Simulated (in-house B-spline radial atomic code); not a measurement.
Results of a calculation; reference values are marked as such.
# C in an electron gas of r_s = 3.6: phase shifts, screening and friction

A nucleus sits in a uniform electron gas with a rigid positive background. The Kohn-Sham equations are solved self-consistently in the spin-unpolarised LDA (PW92), non-relativistic, on B-splines with outgoing waves at the boundary and partial waves to l = 8. The model has no lattice, no bands and no magnetic solution. Atomic units; δ_l are the phase shifts at the Fermi level, counted so that each bound state adds π, and good to about 0.0005.

The density parameter is r_s = 3.6 bohr.

```tsv
l	δ_l (rad)
0	4.8720
1	1.6108
2	-0.0528
3	-0.0025
4	0.0006
5	0.0001
6	0.0002
7	0.0001
8	0.0001
```

Bound levels below the band bottom (hartree): s -9.526, s -0.156.

(1) Check the Friedel sum rule, and say where the screening charge sits.

(2) Find the transport cross section and the electronic stopping of a 5 keV C ion (mass 12.01 u).

Results:

(1) k_F = (9π/4)^(1/3)/r_s = 0.53310. The rule is Z = (2/π) Σ (2l + 1) δ_l. The terms are s 3.102, p 3.076, d -0.168, f -0.011 and 0.008 beyond, in all 6.007 against Z = 6. Bound states hold 4 s, 0 p, 0 d electrons, so the scattering states carry 2.01 in all; where a term is smaller than its bound count, the bound level has drawn weight out of the band.

(2) σ_tr = (4π/k_F²) Σ (l + 1) sin²(δ_l − δ_(l+1)). The terms for l = 0 to 3 are 0.0142, 1.9828, 0.0076, 0.0000, all together 2.0047, so σ_tr = 44.217 × 2.0047 = 88.642 bohr². With n = 3/(4π r_s³) = 0.005117, the friction coefficient is Q = n k_F σ_tr = 0.2418. For v well below v_F = 0.533, dE/dx = Q v; with 24801 eV per u at v = 1, v = √(5000/(24801 × 12.01)) = 0.1296, so dE/dx = 0.03133 hartree/bohr = 16.1 eV/nm. The largest term couples the p and d waves.
